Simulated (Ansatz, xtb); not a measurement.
Pair of molecules: HCl (SMILES Cl) (first 2 atoms) with HBr (SMILES Br); geometry from B3LYP-D3(BJ)/def2-TZVP.
(charge 0, multiplicity 1):
```xyz
4

Cl     0.5348    -0.4660    -0.2256
H      0.8003     0.7857    -0.1236
Br     0.1772    -0.3093     3.6888
H      0.2552    -0.5921     2.2887
```

Interaction energies are E(AB) − E(A) − E(B) at the monomers' geometry in the complex; basis-set methods are counterpoise corrected.

Cores are frozen in the correlated methods. Filled d and f shells under p-block atoms count as core.

Codes used: Ansatz (Gaussian orbitals); xtb for the GFN methods. 

Problem. One of these levels gives -3.5 kJ/mol for the interaction energy. Which one is it?
A) CAM-B3LYP/def2-TZVPPD
B) PBE/def2-TZVPPD
C) GFN-FF
D) CCSD/def2-SVPD

Solution. D, CCSD/def2-SVPD. The others give -10.2 (GFN-FF), -7.0 (PBE/def2-TZVPPD), -5.0 (CAM-B3LYP/def2-TZVPPD)

Ansatz is a quantum-chemistry and plane-wave program.
